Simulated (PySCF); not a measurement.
## In⁺ (indium, charge +1): LDA calculation

Configuration: [Kr] 4d9 5s2 5p1, one real determinant (an excited configuration). All numbers are calculated (PySCF 2.14, a scalar-relativistic core potential, in aug-cc-pVQZ-PP with ECP28MDF).

* Total energy: -188.8908 hartree
* One-electron energy: -324.1301 hartree
* Hartree (Coulomb) energy: 151.0156 hartree
* Exchange-correlation energy: -15.7763 hartree
* ⟨S²⟩: 2.0010
* ⟨L²⟩: 8.004
* Sum of ⟨r⟩: 25.34 bohr
* Sum of ⟨r²⟩: 43.49 bohr²
* Traceless quadrupole moment −½Σ⟨3z² − r²⟩ along its main axis: -3.43 e·bohr²

| shell | electrons | mean orbital energy (hartree) | spread (hartree) | rms radius, mean of both spins (bohr) |
| --- | --- | --- | --- | --- |
| 4s α | 1 | -5.02032 | 0 | 0.904 |
| 4s β | 1 | -4.98067 | 0 | 0.904 |
| 4p α | 3 | -3.45157 | 0.05804 | 0.987 |
| 4p β | 3 | -3.41313 | 0.02134 | 0.987 |
| 4d α | 5 | -1.18885 | 0.06171 | 1.25 |
| 4d β | 4 | -1.15227 | 0.01241 | 1.25 |
| 5s α | 1 | -0.66433 | 0 | 2.49 |
| 5s β | 1 | -0.63398 | 0 | 2.49 |
| 5p α | 1 | -0.39686 | 0 | 3.10 |

⟨L²⟩ = 8.00 against 12 for a pure F term, so this real determinant mixes terms. Energies and moments cover only the electrons outside the core potential.
